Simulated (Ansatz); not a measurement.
`CO[SiH](C)N` and `CO[SiH](C)[GeH3]` differ in one atom or group.

Ansatz, PBE0-D4/def2-TZVP geometries, multiplicity 1. Each molecule was computed in one conformer, which needn't be the lowest.

Scalar relativity is left out up to krypton.

```csv
property,`CO[SiH](C)N`
HOMO energy (ωB97M-V/def2-TZVPP) / eV,-9.82
HOMO–LUMO gap (B3LYP/def2-TZVPP) / eV,7.70
HOMO–LUMO gap (PBE/def2-TZVPP) / eV,6.00
size of the dipole moment (B3LYP/def2-TZVPP) / D,2.08
HOMO energy (PBE0/def2-TZVPP) / eV,-7.41
LUMO energy (B3LYP/def2-TZVPP) / eV,0.53
```

(1) What does the change do to each property? (Estimate.)

## Answers

(1) Ansatz gave: 
```
                                        property  `CO[SiH](C)[GeH3]`  shift
           HOMO energy (ωB97M-V/def2-TZVPP) / eV               -9.50   0.32
           HOMO–LUMO gap (B3LYP/def2-TZVPP) / eV                7.25  -0.45
             HOMO–LUMO gap (PBE/def2-TZVPP) / eV                5.54  -0.46
size of the dipole moment (B3LYP/def2-TZVPP) / D                0.67  -1.41
              HOMO energy (PBE0/def2-TZVPP) / eV               -7.40   0.01
             LUMO energy (B3LYP/def2-TZVPP) / eV                0.04  -0.49
```

Dipoles are sizes alone; their direction can turn.

B3LYP here is the variant with VWN-RPA as its local correlation; programs differ in this.
